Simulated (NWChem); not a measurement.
Molecule: GaSiH5; SMILES [SiH3][GaH2]

All runs: NWChem. Medium grid unless said otherwise, to which SCAN and Minnesota functionals are sensitive. Coordinates come from a PBE0/def2-SVP optimisation.

What does the run give for r2SCAN/def2-SVP? Quantities: highest occupied level (eV); orbital gap (eV); dipole (D).


```yaml
highest occupied level (eV): -6.85
orbital gap (eV): 4.16
dipole (D): 0.18
```
